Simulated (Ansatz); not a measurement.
```yaml
crystal:
  periodic: [false, false, false]
  atoms:
    - {symbol: B, position_ang: [-1.083212, 0.580738, 0.149895]}
    - {symbol: C, position_ang: [0.440969, 0.326478, -0.098620]}
    - {symbol: N, position_ang: [-0.224912, -0.445841, 1.030120]}
    - {symbol: N, position_ang: [0.896506, -0.528338, -1.130943]}
    - {symbol: H, position_ang: [-1.866350, 0.025997, -0.571252]}
    - {symbol: H, position_ang: [-1.419042, 1.556601, 0.759960]}
    - {symbol: H, position_ang: [1.181634, 1.003902, 0.321466]}
    - {symbol: H, position_ang: [-0.277393, -1.434361, 0.830673]}
    - {symbol: H, position_ang: [0.054138, -0.235944, 1.976330]}
    - {symbol: D, position_ang: [1.899204, -0.577802, -1.228212]}
    - {symbol: H, position_ang: [0.463858, -0.328528, -2.018817]}
basis:
  gaussian: {orbitals: def2-SVP}
hamiltonian: {xc: {name: B2GP-PLYP}}
output: {forces: true}
```

```sh
$ ansatz run in.yaml --threads 2 --pin off --events-out ev --progress --plain --max-ram 4352MiB
```

It prints (some lines left out):

```
Error: YAML parse error: error: line 13 column 16: `D` is not an element symbol (H … Og, case-exact)
11 |     - {symbol: H, position_ang: [-0.277393, -1.434361, 0.830673]}
12 |     - {symbol: H, position_ang: [0.054138, -0.235944, 1.976330]}
13 |     - {symbol: D, position_ang: [1.899204, -0.577802, -1.228212]}
14 |     - {symbol: H, position_ang: [0.463858, -0.328528, -2.018817]}
15 | basis:
```

**Question.** Something in this input is off. What?

**Answer.** An element symbol is wrong. The program refused the input.
